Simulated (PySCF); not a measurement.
Isomers of C6H3F3, one conformer each; single-point electronic energies without zero-point terms and without any empirical dispersion term.

All values: wB97X-D/pcSseg-2 (PySCF, non-relativistic), each on one gas-phase PBE0-D3(BJ)/def2-TZVP geometry that isn't relaxed in the solvent. The solvent is an IEF-PCM continuum (van der Waals radii × 1.2). Only the electrostatic response of the medium enters.

```json
{"isomer": "`c1c(cc(F)cc1F)F`", "relative energy, gas (kJ/mol)": "0.0", "dipole (D)": "0.00"}
{"isomer": "`c1(c(F)ccc(c1)F)F`", "relative energy, gas (kJ/mol)": "18.3", "dipole (D)": "1.42"}
{"isomer": "`c1c(c(c(F)cc1)F)F`", "relative energy, gas (kJ/mol)": "31.6", "dipole (D)": "2.87"}
```

Q: How do the relative energies look in chloroform (ε = 4.711)?

A: 
```csv
isomer,"relative energy, solvent (kJ/mol)",E(solvent) − E(gas) (kJ/mol),dipole in solvent (D)
`c1c(cc(F)cc1F)F`,0.0,-9.2,0.00
`c1(c(F)ccc(c1)F)F`,17.3,-10.3,1.73
`c1c(c(c(F)cc1)F)F`,31.1,-9.7,3.49
```

The order is unchanged. `c1(c(F)ccc(c1)F)F` gains most from the continuum, while `c1c(c(c(F)cc1)F)F` has the largest gas-phase dipole. The gains span 1.1 kJ/mol, the gas-phase energies 31.6 kJ/mol.
